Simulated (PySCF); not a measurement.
C4H9ClO2Si2: full NMR table

```yaml
Formula: C4H9ClO2Si2
SMILES: C=C[Si@]1(Cl)OCC[SiH2]O1
Point_group_of_the_computed_structure: C1
Degrees_of_unsaturation: 2
Carbon_signals: 4
Proton_signals: 9
```

Atom-mapped SMILES (the numbers label the heavy atoms): `[CH2:1]=[CH:2][Si@:3]1([Cl:4])[O:5][CH2:6][CH2:7][SiH2:8][O:9]1` (H(Xn): hydrogen on atom n). Ha(C1) is cis to Si3; Ha(C6), Ha(C7), Ha(Si8) are pro-R; Hb(C6), Hb(C7), Hb(Si8) are pro-S; Hb(C1) is trans to Si3.

Computed data (PySCF 2.14): coordinates at the GFN2-xTB level, GIAO PBE0/pcSseg-1 shieldings. No solvent, non-relativistic, single conformer.

References, each an isolated molecule treated in the same way: TMS for 1H, 13C, 29Si; 17O against H2O.

```tsv
carbon	δC, type	δH (multiplicity)	HMBC from (2–3 bonds)	span of the C tensor (ppm)
C1	145.7, CH2	Ha(C1) 6.26 (m); Hb(C1) 6.43 (m)	H(C2)	257
C2	140.3, CH	6.15 (m)	Hb(C1), Ha(C1)	233
C6	64.6, CH2	Hb(C6) 4.57 (m); Ha(C6) 4.69 (m)	Ha(Si8), Hb(Si8), Hb(C7), Ha(C7)	75
C7	18.5, CH2	Ha(C7) 0.49 (m); Hb(C7) 1.56 (m)	Ha(Si8), Hb(Si8), Ha(C6), Hb(C6)	33
```

Other nuclei:
| atoms | nucleus | environment | δ (ppm) | σ (ppm) |
| --- | --- | --- | --- | --- |
| Ha(Si8) | 1H | hydrogen on a silicon bonded to C, O, in a 6-membered ring | 5.41 | 26.31 |
| Hb(Si8) | 1H | hydrogen on a silicon bonded to C, O, in a 6-membered ring | 5.29 | 26.43 |
| Si8 | 29Si | silicon bonded to C, O, 2 H, in a 6-membered ring | -18.5 | 367.6 |
| Si3 | 29Si | silicon bonded to C, Cl, 2 O, in a 6-membered ring | -40.3 | 389.4 |
| O5 | 17O | oxygen bonded to C, Si, in a 6-membered ring | 74.9 | 261.2 |
| O9 | 17O | oxygen bonded to 2 Si, in a 6-membered ring | 71.2 | 264.8 |

- Carbon types of the structure: 1 × CH, 3 × CH2, leaving 2 H on heteroatoms.
- δC 145.7: terminal =CH2 carbon; an sp2 carbon of a C=C bond.
- δC 140.3: alkene CH; as expected for a trigonal carbon in a double bond.
- δC 64.6: sp3 CH2 bonded to O; the inductive effect lowers its shielding.
- δH 6.15: hydrogen on an alkene CH; attached to an sp2 carbon and in the plane of the double bond.
- δH 4.69, 4.57: hydrogen on an sp3 CH2 bonded to O; its carbon carries O, hence the downfield position.

Shifts are as computed. Against solution values, carbons near 30 ppm lie about +3 ppm off and those near 130 ppm about +5 ppm. Of 1211 compounds with measured shifts, 218 miss one by over three times the rms of a fit or turn the order of signals round; such compounds aren't used in these exercises. Experimental scales use liquid or dissolved standards, which lie at an offset from isolated H2O (liquid H2O: subtract about 36 ppm). Multiplicities follow the n + 1 count of equivalent neighbours, as no J values were calculated; m marks all less simple cases, F and P coupling included.
